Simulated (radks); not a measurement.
The numbers below are computed, except where a source is named.
Task: Excited configurations of neutral neon: one electron is placed in a higher orbital outside [He] 2s2 2p5. The ground configuration is [Ne]. Level of theory: non-relativistic Kohn-Sham, LDA (Slater exchange, Perdew-Wang correlation), spin-polarised, spherical densities, point nucleus; open shells are filled with parallel spins first (a radial shooting solver on a logarithmic mesh with Libxc functionals). Excitation = E - E(ground); binding = E(ion) - E, where the ion is the core of charge +1; n* = 1/sqrt(2 binding) in atomic units, and the quantum defect is n - n*.

| outer orbital | excitation (eV) | binding (eV) | n* | quantum defect | eigenvalue (eV) | <r> (bohr) |
|---|---|---|---|---|---|---|
| 3s | 17.029 | 5.153 | 1.625 | 1.375 | -2.963 | 4.168 |
| 4p | 20.614 | 1.568 | 2.946 | 1.054 | -0.936 | 12.91 |
| 4f | 21.251 | 0.931 | 3.823 | 0.177 | -0.468 | 17.27 |
| 6s | 21.435 | 0.747 | 4.269 | 1.731 | -0.497 | 30.08 |
| 6p | 21.556 | 0.626 | 4.661 | 1.339 | -0.416 | 35.29 |
| 6d | 21.716 | 0.466 | 5.405 | 0.595 | -0.310 | 46.30 |
| 7p | 21.734 | 0.448 | 5.511 | 1.489 | -0.306 | 50.52 |
| 7d | 21.833 | 0.349 | 6.246 | 0.754 | -0.239 | 63.79 |
| 7f | 21.841 | 0.341 | 6.315 | 0.685 | -0.230 | 62.49 |

Estimate the row for 3p.

Result: excitation (eV) 19.034; binding (eV) 3.148; n* 2.079; quantum defect 0.921; eigenvalue (eV) -1.630; <r> (bohr) 5.772. The Delta-SCF ionisation energy is 22.182 eV (NIST Atomic Spectra Database: 21.565 eV, measured). Self-interaction in the functional shifts the binding energies and quantum defects, so they are the method's values and not measured ones. Open shells are spherical and high-spin; term and fine-structure splittings are not resolved.
